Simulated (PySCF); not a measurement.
Al(Me)2(H) anion (C2H7Al), SMILES [CH3][AlH][CH3] (connectivity only; charge and spin as stated), charge -1, multiplicity 2. Atoms are numbered in the order given.

```xyz
10

Al    -0.1592    -0.6623     0.0000
C      0.0421     0.4994    -1.6579
H     -0.0051    -0.0772    -2.5991
H     -0.7324     1.2854    -1.7223
H      1.0228     1.0187    -1.6468
C      0.0421     0.4994     1.6579
H     -0.0051    -0.0772     2.5991
H      1.0228     1.0187     1.6468
H     -0.7324     1.2854     1.7223
H      0.9937    -1.8361     0.0000
```
Charge -1, spin multiplicity 2.

Coordinates come from a B3LYP-D3(BJ)/def2-SVPD optimisation. The multiplicity is an assumed one; other spin states were not compared. The isomer is the one that the SMILES or the coordinates give; other isomers of the formula were not compared.

Two levels are set side by side: PBE/pcH-1 (PySCF) and B3LYP/pcH-1 (PySCF). Contact hyperfine couplings, same geometry. Differences are taken from unrounded values.

```
quantity                        B3LYP    PBE  PBE minus B3LYP
------------------------------  -----  -----  ---------------
A(iso) of 27Al, atom Al1 (MHz)  404.2  349.0            -55.3
A(iso) of 13C, atom C2 (MHz)     41.5   33.4             -8.1
A(iso) of 1H, atom H3 (MHz)      -0.1    0.0              0.1
A(iso) of 1H, atom H4 (MHz)       2.4    2.4              0.0
A(iso) of 1H, atom H5 (MHz)      33.8   32.9             -0.9
A(iso) of 13C, atom C6 (MHz)     41.5   33.4             -8.1
A(iso) of 1H, atom H7 (MHz)      -0.1    0.0              0.1
A(iso) of 1H, atom H8 (MHz)      33.8   32.9             -0.9
A(iso) of 1H, atom H9 (MHz)       2.4    2.4              0.0
A(iso) of 1H, atom H10 (MHz)     48.7   34.4            -14.3
```

Rough cost on one machine, each run with all the roots and properties that it gave: B3LYP against PBE within a factor of 2.
